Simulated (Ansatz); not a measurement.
`C=[CH][Ge]([Cl])([Cl])[Cl]` + H₂O → `[OH][Ge]([Cl])([Cl])[Cl]` + ethylene at 400 K and 1 bar (formal hydrolysis of a Ge–C bond).

Calculated with Ansatz (gas phase, PBE0-D4/def2-TZVP geometries, no zero-point term in ΔE). CCSD(T)/CBS adds triple-zeta CCSD(T) − MP2 to the extrapolated MP2 energy (def2 sets, frozen cores). This one scheme is used for every species. For Ge outer-core shells are correlated without core-valence functions, which leaves a few kJ/mol of doubt a bond. Scalar relativity is left out up to krypton. One conformer a species, not always the lowest.

```csv
species,CCSD(T)/CBS energy (Eh),H − E (kJ/mol),S (J/(mol·K))
`C=[CH][Ge]([Cl])([Cl])[Cl]`,-3533.47120,161.1,434.3
H₂O,-76.37941,69.8,198.6
`[OH][Ge]([Cl])([Cl])[Cl]`,-3531.37835,80.2,403.1
`C=C`,-78.48111,149.4,232.7
```

H − E and S are ideal-gas, rigid-rotor, harmonic terms from PBE0-D4/def2-TZVP, for one conformer and one mirror image of each species. 1 Eh = 2625.50 kJ/mol, R = 8.31446 J/(mol·K).

Problem. By hand: ΔE, ΔH, ΔS and ΔG.

Solution. ΔE = (-3531.37835) + (-78.48111) − (-3533.47120) − (-76.37941) = -0.00885 Eh = -23.2 kJ/mol. Δ(H − E) = 80.2 + 149.4 − 161.1 − 69.8 = -1.3, so ΔH = -24.5 kJ/mol. ΔS = 403.1 + 232.7 − 434.3 − 198.6 = 2.9 J/(mol·K). ΔG = -24.5 − 400 × (2.9)/1000 = -25.7 kJ/mol.

Problem. By hand: the equilibrium constant, and the temperature at which ΔG would vanish if ΔH and ΔS stayed fixed.

Solution. log₁₀ K = −ΔG/(RT ln 10) = 3.4. ΔH and −TΔS have one sign here, so there is no such temperature. One of them is within its doubt of zero, so this could turn.

The number of gas molecules stays the same, so ΔS is small and ΔH decides. A doubt of 5 kJ/mol in ΔE shifts log₁₀ K by 0.7 here. Other conformers and mirror images would add mixing entropy, several J/(mol·K) or more a flexible species. These are equilibria of isolated gas molecules and say nothing of rates. Largest T1 diagnostic: 0.011 (customary marks: 0.02 for closed shells, 0.045 for open ones).
